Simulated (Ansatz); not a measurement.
Basis-set series for CHBrClFO, SMILES `OC(F)(Cl)Br`. Charge 0, multiplicity 1. Geometry: relaxed with PBE0-D4/def2-TZVP. It is one conformer, not always the lowest.

Cartesian coordinates in Å:
```
O 0.2755 -0.9028 0.6410
C -0.0383 0.2335 -0.0020
F -1.3430 0.5329 0.1422
Cl 0.2642 0.1185 -1.7577
Br 1.0046 1.6603 0.7785
H -0.1629 -1.6423 0.1979
```

```
functional       basis  functions  energy (Eh)  HOMO (eV)  LUMO (eV)
   PBE0-D4  def2-TZVPP        197  -3247.57101      -8.57      -1.01
   PBE0-D4  def2-QZVPP        360  -3247.64818      -8.60      -1.13
   ωB97M-V  def2-TZVPP        197  -3248.01228     -10.82       1.16
   ωB97M-V  def2-QZVPP        360  -3248.08637     -10.86       0.96
```

(1) Give the rows for def2-SVP. (An estimate is asked.)

Answers

(1) Computed: 
| functional | basis | functions | energy (Eh) | HOMO (eV) | LUMO (eV) |
| --- | --- | --- | --- | --- | --- |
| PBE0-D4 | def2-SVP | 97 | -3246.84055 | -8.42 | -0.65 |
| ωB97M-V | def2-SVP | 97 | -3247.28021 | -10.64 | 1.65 |

Positive LUMOs are unbound and depend on the basis. Scalar relativity is left out up to krypton.
